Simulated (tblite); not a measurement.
Parent: `[CH2:1]=[C:2]([Cl:3])[SiH2:4][O:5][SiH2:6][SiH:7]([CH3:8])[CH3:9]` with C1–C2–Si4–O5 136°, C2–Si4–O5–Si6 33°, Si4–O5–Si6–Si7 58°, O5–Si6–Si7–C8 66°, C4H13ClOSi3.

Structures optimised with GFN2-xTB, isolated species. One conformer each, not checked by frequencies here.

```tsv
coordinate of the parent	value
C1=C2	1.322 Å
C2–Cl3	1.738 Å
C2–Si4	1.898 Å
Si4–O5	1.605 Å
O5–Si6	1.643 Å
Si6–Si7	2.315 Å
Si7–C8	1.912 Å
Si7–C9	1.907 Å
C1–C2–Cl3	118.8°
C1–C2–Si4	126.9°
Cl3–C2–Si4	114.3°
C2–Si4–O5	109.5°
Si4–O5–Si6	155.4°
O5–Si6–Si7	108.3°
Si6–Si7–C8	110.8°
Si6–Si7–C9	109.4°
C8–Si7–C9	107.8°
```

**Question.** How does the shared frame change in `[CH2:1]=[C:2]([F:3])[SiH2:4][O:5][SiH2:6][SiH:7]([CH3:8])[CH3:9]` with C1–C2–Si4–O5 0°, O5–Si6–Si7–C8 73°, C4H13FOSi3? Atoms pair as C1 = C1, C2 = C2, Si4 = Si4, O5 = O5, Si6 = Si6, Si7 = Si7, C8 = C8, C9 = C9 (parent first).

**Answer.** 
| parent | relative | value in the relative | change |
| --- | --- | --- | --- |
| C1=C2 | C1=C2 | 1.322 Å | 0.000 |
| C2–Si4 | C2–Si4 | 1.895 Å | -0.003 |
| Si4–O5 | Si4–O5 | 1.608 Å | +0.003 |
| O5–Si6 | O5–Si6 | 1.634 Å | -0.009 |
| Si6–Si7 | Si6–Si7 | 2.314 Å | -0.001 |
| Si7–C8 | Si7–C8 | 1.911 Å | -0.001 |
| Si7–C9 | Si7–C9 | 1.907 Å | 0.000 |
| C1–C2–Si4 | C1–C2–Si4 | 128.6° | +1.7 |
| C2–Si4–O5 | C2–Si4–O5 | 106.9° | -2.6 |
| Si4–O5–Si6 | Si4–O5–Si6 | 165.2° | +9.8 |
| O5–Si6–Si7 | O5–Si6–Si7 | 108.2° | -0.1 |
| Si6–Si7–C8 | Si6–Si7–C8 | 111.7° | +0.9 |
| Si6–Si7–C9 | Si6–Si7–C9 | 109.7° | +0.3 |
| C8–Si7–C9 | C8–Si7–C9 | 107.9° | +0.1 |

Of the parent's bonds, O5–Si6 changes most (-0.009 Å). Bonds of the relative outside the shared frame: C2–F3 1.364 Å. Point group C1 → C1.

The numbers are calculated, not measured.
